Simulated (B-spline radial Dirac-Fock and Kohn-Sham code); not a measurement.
Elastic scattering of 3.07 keV electrons by the Li atom

Level of theory: relativistic (Dirac) partial waves in the static field of the Dirac-Fock atom with Furness-McCarthy exchange, without polarisation or absorption potentials; a radial finite-basis atomic code.

The run's input, task.json:

```json
{"items": [{
  "Z": 3,
  "q": 0,
  "cfg": [[1, 0, 2], [2, 0, 1]],
  "A": 7,
  "rrms": 2.444,
  "do": "elastic",
  "energies": [[3070.0, 0]],
  "theta": [0, 0.5, 1, 2, 4, 8, 12, 16, 24, 32, 45, 60, 75, 90, 105, 120, 135, 150, 165, 180]
}]}
```

Run with: `python xray2_run.py task.json out`

```tsv
θ (°)	dσ/dΩ (Å²/sr)
0	10.9
0.5	10.4
1	8.90
2	5.17
4	1.19
8	0.137
12	0.0430
16	0.0189
24	0.00530
32	0.00197
45	0.000577
60	0.000204
75	9.39e-05
90	5.18e-05
105	3.27e-05
120	2.30e-05
135	1.78e-05
150	1.49e-05
165	1.34e-05
180	1.29e-05
```

Task: What integrated cross sections go with this distribution?

Result: The total elastic cross section is 0.0904 Å², the first transport cross section 0.00144 Å² and the second, weighted with (3/2) sin²θ, 0.00338 Å². The mean deflection is ⟨1 − cos θ⟩ = 0.0159, and 0.18 % of the collisions scatter beyond 90°.

Values without a named source are computed, but for edge energies of neutral atoms, which are taken from tables.
